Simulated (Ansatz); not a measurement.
```yaml
crystal:
  periodic: [false, false, false]
  atoms:
    - {symbol: O, position_ang: [-0.066147, 1.516741, -0.435498]}
    - {symbol: C, position_ang: [0.534413, 0.403892, 0.171489]}
    - {symbol: B, position_ang: [-0.175835, -0.970194, 0.137884]}
    - {symbol: Br, position_ang: [-1.866743, -1.159243, -0.730137]}
    - {symbol: H, position_ang: [-0.903732, 1.237321, -0.820164]}
    - {symbol: H, position_ang: [0.736989, 0.618643, 1.236185]}
    - {symbol: H, position_ang: [1.540257, 0.238143, -0.255039]}
    - {symbol: H, position_ang: [0.292898, -1.942404, 0.639480]}
basis:
  gaussian: {orbitals: aug-cc-pVTZ}
hamiltonian: {xc: {name: HF}}
correlation: {active_space: {window: {electrons: 3, orbitals: 2}}}
```

```sh
$ ansatz run in.yaml --threads 2 --pin off --events-out ev --progress --plain --max-ram 4352MiB
```

Output, abridged:

```
Functional definition: HF
1694 factors; integrals over basis functions are off by at most 1.0e-3 eV
mean field evaluation 1: about -73802.0122 eV, gradient 3.4e1 eV
mean field evaluation 2: about -73802.1163 eV, gradient 3.4e1 eV
mean field evaluation 4: about -73804.8256 eV, gradient 3.7e0 eV
mean field evaluation 8: about -73804.8745 eV, gradient 2.5e-1 eV
mean field -73804.87486623 eV, -2712.2791245929 hartree, gradient 3.4e-6 eV, S^2 0.000000; 0 other end points of the search recorded, 0 dependent functions left out
reference -73804.87486623 eV, -2712.2791245929 hartree; 29, 29 occupied and 260, 260 virtual orbitals, 1694 factors
Error: 3 electrons in 2 orbitals form no window around the highest filled level of the reference
```

In this input the active space doesn't fit the electrons. The run stopped with an error.
